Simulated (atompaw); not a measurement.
A failed generation for Te (Z = 52)

Input:

```
Te 52
LDA-PW scalarrelativistic loggrid 1500 logderivrange -11 5 401
5 5 4 0 0 0
5 1 2.5
0 0 0
c
c
c
c
v
c
c
v
v
c
v
2
2.05 1.50 1.85 1.25
y
-0.95
n
n
y
-3.15
n
custom polynom gramschmidtortho sinc
bessel
2.05
1.82
1.30
2.05
1.30
2.05
PWSCFOUT
UPFDX 0.0125d0 UPFXMIN -7.d0 UPFZMESH 52.d0
END
```

```bash
atompaw < Te.input > Te.log
```

End of the output:

```
  6  999    2    2   -0.3150000E+01 -0.4794489E-01  0.0000000E+00

 Eigenvalues of overlap operator (in the basis of projectors):
    1       -1.59035173E-01
    2        2.76373099E-01
    3        6.57326101E-01
    4        1.61647444E+00
    5        2.29341205E+01
    6        1.52066707E+06

The overlap operator has at least one negative eigenvalue!
It might be not positive definite...
Program is stopping.
This probably means that your projectors are too similar
or that your PAW basis is incomplete.
Advice: try to change your input parameters (f.i. : reference energies).
```

Task: Why did it fail, and what change makes it run?

Result: The run stopped because the overlap operator built from these waves and projectors is not positive definite. A run that differs only in the following succeeds: wave 5s channel at -0.95 Ry: rc 1.82 bohr becomes 5s channel at -0.95 Ry: rc 2.05 bohr. The answer isn't unique; the calculation gave this one.
